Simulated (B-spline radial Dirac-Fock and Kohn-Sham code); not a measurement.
**Core-level shifts of iodine with charge state**

Model: Dirac-Fock energy differences between relaxed states, corrected for Breit and QED terms. Program: a B-spline atomic structure program. Each ion is free and in its tabulated ground configuration. Electron correlation is not included.

Reference: I⁷⁺, [Kr] 4d10, with K (1s) 33275.4 eV, L3 (2p3/2) 4664.0 eV, M2 (3p1/2) 1038.9 eV, N2 (4p1/2) 246.9 eV, N3 (4p3/2) 235.7 eV, Kα1 (K-L3) 28611.4 eV, Kβ1 (K-M3) 32293.2 eV, Lℓ (L3-M1) 3483.9 eV. Shifts from it, in eV (a dash: the subshell is empty, belongs to an open shell averaged over j, or its hole state is left out as unreliable):

| ion | configuration | K (1s) | L3 (2p3/2) | M2 (3p1/2) | N2 (4p1/2) | N3 (4p3/2) | Kα1 | Kβ1 | Lℓ |
| --- | --- | --- | --- | --- | --- | --- | --- | --- | --- |
| I⁸⁺ | [Kr] 4d9 | +29.0 | +29.2 | +28.2 | +24.0 | +23.8 | -0.19 | +0.87 | +1.03 |
| I⁹⁺ | [Kr] 4d8 | +59.4 | +59.8 | +57.6 | +48.8 | +48.3 | -0.37 | +1.95 | +2.25 |
| I¹⁰⁺ | [Kr] 4d7 | ? | ? | ? | ? | ? | ? | ? | ? |
| I¹¹⁺ | [Kr] 4d6 | +124.3 | +125.0 | +119.8 | +100.6 | +99.5 | -0.68 | +4.74 | +5.29 |
| I¹²⁺ | [Kr] 4d5 | +158.7 | +159.5 | +152.6 | +127.5 | +126.1 | -0.81 | +6.48 | +7.11 |

Q: Give the missing shifts for I¹⁰⁺.

A: K (1s) +91.2, L3 (2p3/2) +91.7, M2 (3p1/2) +88.2, N2 (4p1/2) +74.3, N3 (4p3/2) +73.6, Kα1 -0.53, Kβ1 +3.23, Lℓ +3.67 (eV).

Over this range K (1s) moves by +158.7 eV and Kα1 by -0.8 eV: a line is a difference of two levels that shift in the same direction.

Values without a named source are computed, but for edge energies of neutral atoms, which are taken from tables.
